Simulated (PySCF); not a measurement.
## Unknown compound

The spectra below were simulated for a compound C8H11ClSi.

1H NMR (300 MHz, computed): δ 6.42 (s, 1H), 5.86 (s, 1H), 3.91 (t, 3H), 2.14 (q, 2H), 1.42 (m, 2H), 1.42 (m, 2H).

13C{1H} NMR (computed): δ 152.1 (C), 148.2 (C), 136.0 (CH), 134.8 (CH), 41.5 (C), 17.1 (CH2), 15.9 (CH2).

Theory: NMR shieldings at PBE0/pcSseg-1/GIAO, geometry from GFN2-xTB, in PySCF 2.14.0 with density-fitted response routines (one computed conformer, non-relativistic, gas phase, rapidly exchanging positions averaged).

References, each an isolated molecule treated in the same way: 1H (σ = 31.72 ppm) and 13C (σ = 186.93 ppm) against TMS.

Choose the structure that fits.
A. [SiH3]CC1=CC2(CC2)C(Cl)=C1
B. C[Si](C)(Cl)c1ccccc1
C. CC#CC1=CC[Si@H](Cl)CC1
D. CC1=C(Cl)C=C[Si@H]1C1CC1
E. Cc1cc(Cl)ccc1C[SiH3]

## Answers

A. 

1. Rings plus π bonds: 4 (2 rings in the answer).
2. 7 carbon signals for 8 carbons: some carbons are equivalent by symmetry or fast rotation.
3. Carbon types of the structure: 3 × C, 2 × CH, 3 × CH2, leaving 3 H on heteroatoms.
4. δC 152.1, 148.2: fully substituted alkene carbon; as expected for a trigonal carbon in a double bond.
5. δC 136.0, 134.8: alkene CH; an sp2 carbon of a C=C bond.
6. δC 41.5, 17.1: three-membered-ring carbon.
7. δH 2.14: hydrogen on an allylic sp3 CH2 bonded to Si; allylic position.
8. δH 1.42, 1.42: hydrogen on a three-membered-ring carbon; cyclopropane-type protons are shielded by the ring.

The others: CC1=C(Cl)C=C[Si@H]1C1CC1 would give 8 carbon signals, not 7; Cc1cc(Cl)ccc1C[SiH3] would give 8 carbon signals, not 7; C[Si](C)(Cl)c1ccccc1 would give 5 carbon signals, not 7; CC#CC1=CC[Si@H](Cl)CC1 would give 8 carbon signals, not 7.

Carbons that carry Cl, above all several Cl atoms, come out too deshielded, partly because spin–orbit coupling is missing. Shifts are as computed. Against solution values, carbons near 30 ppm lie about +3 ppm off and those near 130 ppm about +5 ppm; carbons on Cl a further +6 ppm. Of 1211 compounds with measured shifts, 218 miss one by over three times the rms of a fit or turn the order of signals round; such compounds aren't used in these exercises. Multiplicities follow the n + 1 count of equivalent neighbours, as no J values were calculated; m marks all less simple cases, F and P coupling included.
